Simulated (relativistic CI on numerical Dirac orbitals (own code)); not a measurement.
Fe2+ in a cubic cluster: 2p photoemission with charge transfer

Computed with a charge-transfer multiplet model of a cubic metal-ligand cluster with up to 3 ligand holes, Slater and spin-orbit integrals from Dirac-Coulomb-Breit ions, Slater integrals scaled by 0.7. The ground state mixes d6 with configurations of k ligand holes L, whose averages lie at kΔ + k(k − 1)U_dd/2; a core hole lowers each added d electron by U_cd. 20 K, Lorentzian 0.6 eV and Gaussian 0.8 eV FWHM.

Atomic integrals in eV (Slater integrals scaled, ζ unscaled), ground: F2dd 7.632, F4dd 4.739, zeta_d 0.049; with the core hole: F2dd 8.932, F4dd 5.587, zeta_d 0.075, zeta_core 8.130, F2cd 5.236, G1cd 3.950, G3cd 2.245.

Cluster parameters (eV): U_dd = 5.8, U_cd = 7.4, 10Dq = 0.5, 10Dq(ligand) = 0.8, V(eg) = 1.35, V(t2g) = -0.66, final-state hopping factor = 1.

```csv
Case,n_d,d6,d7L,d8L2,d9L3,S
Δ = 0.3 eV,6.43,0.59,0.39,0.02,0.00,2.00
Δ = 2.3 eV,6.22,0.79,0.20,0.01,0.00,2.00
Δ = 4.3 eV,6.11,0.89,0.11,0.00,0.00,2.00
```

Weights, n_d and S are thermal averages at 20 K. Binding energies count from the first peak over 30 % of the highest in each spectrum, which can be another peak from case to case. The parameters are a model scan and need not match a compound or its usual spin state. Peaks in eV (height, largest 100):
- Δ = 0.3 eV: 0.0 (100), 5.1 (72), 9.1 (66), 10.4 (56), 11.8 (35), 13.8 (86), 17.9 (48), 23.4 (40)
- Δ = 2.3 eV: 0.0 (100), 1.2 (88), 4.7 (80), 5.9 (98), 8.1 (86), 12.0 (29), 13.9 (79), 18.4 (55), 21.3 (48)
- Δ = 4.3 eV: 0.0 (95), 1.4 (86), 4.6 (100), 13.9 (70), 18.5 (61)

For the case Δ = 2.3 eV, Δ = 2.3 eV is smaller than U_dd = 5.8 eV, the charge-transfer side of the Zaanen-Sawatzky-Allen scheme. With the core hole the configuration with one ligand hole lies at Δ − U_cd = -7.1, -5.1, -3.1 eV from the one without, in the order of the table; where this is negative the screened configuration lies lower.
